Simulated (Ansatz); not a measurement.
Calculated with Ansatz (gas phase, PBE0-D4/def2-TZVP geometries, no zero-point term in ΔE). CBS: MP2 limit from def2 TZ/QZ plus the TZ coupled-cluster correction, frozen cores. This one scheme is used for every species. DFT in def2-TZVPP. For Ga outer-core shells are correlated without core-valence functions, which leaves a few kJ/mol of doubt a bond. Scalar relativity is left out up to krypton. Each species was taken in one conformer, which may not be the lowest.

Consider the ligand exchange at a Ga–Cl bond: `[CH3][Ga]([Cl])[Cl]` + CH₃OH → `C[O][Ga]([CH3])[Cl]` + HCl.

```tsv
level	ΔE (kJ/mol)
ωB97X-V	66.5
CCSD/def2-TZVPP	62.5
```

(1) What does CCSD(T)/CBS give? (Best estimate.)

Largest T1 diagnostic among the species: 0.013.

## Answers

(1) Ansatz gave: +64.1 kJ/mol. The listed levels differ from it by 2.4, -1.6 kJ/mol.

At CCSD(T), def2-SVP lies −4.7 kJ/mol from the extrapolated value and def2-TZVPP −3.9 kJ/mol. The D4 term adds −3.4 kJ/mol with B3LYP and −2.0 kJ/mol with PBE0; it sums over pairs of atoms, weighted by their polarisabilities, and B3LYP, whose exchange is more repulsive, gets the larger term.

B3LYP here is the variant with VWN-RPA as its local correlation; programs differ in this.
